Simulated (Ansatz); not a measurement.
Molecule: sum formula BN₂H₄ (charge 0, doublet). It need not be the lowest isomer of its formula. 
Coordinates optimised at B3LYP-D3(BJ)/def2-TZVP (Ansatz, a quantum-chemistry and plane-wave program):
```
B
N 1 1.3992
H 2 1.0035 1 122.57
H 2 1.0116 3 113.35 1 -180.00
N 1 1.3992 2 127.78 3 -180.00
H 5 1.0035 1 122.57 2 -180.00
H 5 1.0116 6 113.35 1 -180.00
```
Charge 0, spin multiplicity 2.

Wanted: atomisation energy (electronic, to ground-state atoms), in eV. Cores are frozen in the correlated levels unless marked. UHF or UKS for open shells. Spin-orbit coupling is left out. Non-relativistic. The coupled-cluster limit lacks core correlation, which all-electron functionals hold. Basis-set limits of correlation are two-point, X^-3; Hartree-Fock from the larger set (for Q and 5 zeta extrapolated as (X+1)exp(-9√X)).

| level | program | atomisation energy (eV) |
|---|---|---|
| SVWN5/def2-TZVPD | Ansatz | 29.90 |
| PBE-D4/def2-TZVPD | Ansatz + dftd4 | 26.68 |
| BHLYP-D3(BJ)/def2-TZVPD | Ansatz + dftd3 | 25.17 |
| r2SCANh/def2-TZVPD | Ansatz | 25.68 |

Q: What does CCSD(T)/CBS(cc-pVQZ,cc-pV5Z) (Ansatz) give?

A: 25.63 eV, so r2SCANh/def2-TZVPD differs from it by 0.05 eV.
